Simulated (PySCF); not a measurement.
Does the structure fit the spectrum?

A compound C$_{9}$H$_{9}$N gives the data below (simulated from a calculation) and was assigned the structure `NCC#Cc1ccccc1`.

$^{13}$C{$^{1}$H} NMR (computed): δ 151.8 (C), 151.3 (C), 143.2 (CH), 139.6 (CH), 137.6 (C), 129.8 (CH), 113.7 (CH), 109.6 (CH), 42.2 (CH2).

$^{1}$H NMR (400 MHz, computed): δ 7.50 (d, 1H), 7.01 (d, 1H), 6.85 (s, 1H), 6.72 (m, 1H), 6.58 (d, 1H), 3.40 (m, 2H), 3.36 (br s, 2H).

[PySCF 2.14.0 with density-fitted response routines: GFN2-xTB geometry; NMR shieldings at PBE0/pcSseg-1/GIAO; in vacuum; no relativistic terms; fast rotation and ring inversion assumed for equivalent nuclei; a single conformation]

References, each an isolated molecule treated in the same way: $^{1}$H and $^{13}$C against TMS.

(1) Compare with the shifts computed for the proposed structure, pairing carbons in order of shift.

(2) Which isomer fits?

## Answers

(1) Structure with atom numbers: `[NH2:1][CH2:2][C:3]#[C:4][c:5]1[cH:6][cH:7][cH:8][cH:9][cH:10]1`. Hydrogens are named by the atom that carries them.

```csv
atom,computed for proposal,given list,difference
C6,138.0,151.8,-13.8
C10,138.0,151.3,-13.3
C7,133.7,143.2,-9.5
C9,133.7,139.6,-5.9
C8,132.8,137.6,-4.8
C5,128.3,129.8,-1.5
C3,101.8,113.7,-11.9
C4,91.2,109.6,-18.4
C2,36.6,42.2,-5.6
```

The rms difference is 10.7 ppm and the largest -18.4 ppm at C4 (alkyne carbon). The proposal also would give 7 carbon signals, not 9. The carbon types in order of shift don't match either: CH, CH, CH, CH, CH, C, C, C, CH2 for the proposal against C, C, CH, CH, C, CH, CH, CH, CH2 in the data. The proposal doesn't fit.

(2) `Nc1ccc2c(c1)C=CC2`.

Carbon types of the structure: 3 × C, 5 × CH, 1 × CH2, leaving 2 H on heteroatoms. δC 151.8, 137.6: substituted aromatic carbon. δC 151.3: aromatic carbon bearing nitrogen; an ipso carbon deshielded by its heteroatom. δC 143.2, 139.6: alkene CH; as expected for a trigonal carbon in a double bond. δC 129.8, 113.7, 109.6: aromatic CH.

Other isomers checked: Cc1ccc2cc[nH]c2c1 (rms 11.4 ppm); Cc1ccn2ccccc12 (rms 17.7 ppm).

This is the structure that produced the data.

OH and NH positions are those of a molecule without intermolecular hydrogen bonds; in solution they move with solvent, concentration and temperature, and exchange usually removes their couplings. Shifts are as computed. Against solution values, carbons near 30 ppm lie about +3 ppm off and those near 130 ppm about +5 ppm. Of 1211 compounds with measured shifts, 218 miss one by over three times the rms of a fit or turn the order of signals round; such compounds aren't used in these exercises. Multiplicities follow the n + 1 count of equivalent neighbours, as no J values were calculated; m marks all less simple cases, F and P coupling included.
